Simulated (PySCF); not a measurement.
Fractional electron number in Dy (dysprosium, neutral)

The 6s beta orbital of [Xe] 4f10 6s2 is emptied in steps (occupation f), with all orbitals relaxed, ending at [Xe] 4f10 6s1. All numbers are calculated (PySCF 2.14, scalar relativity through the core potential, in def2-TZVP with the def2 core potential (28 electrons) (10s7p5d4f1g, 93 functions)). The exact energy is a straight line in f; departures are measured from the line between the end points of the same method.

```csv
f,UHF (eV)
1,0.000
0.8,0.027
0.6,0.038
0.4,0.036
0.2,0.022
0,0.000
```

| method | E(f=0) − E(f=1) (eV) | −ε at f=1 (eV) | −ε at f=0.4 (eV) |
| --- | --- | --- | --- |
| UHF | 4.829 | 5.014 | 4.787 |

Orbital energy along the path (eV):

```json
{"f": "1", "UHF": "-5.014"}
{"f": "0.8", "UHF": "-4.921"}
{"f": "0.6", "UHF": "-4.847"}
{"f": "0.4", "UHF": "-4.787"}
{"f": "0.2", "UHF": "-4.738"}
{"f": "0", "UHF": "-4.697"}
```

Reference removal energy between the ground levels: 5.939 eV (measured; NIST Atomic Spectra Database, ionization energies). The calculation has no spin-orbit coupling. UHF lacks correlation.
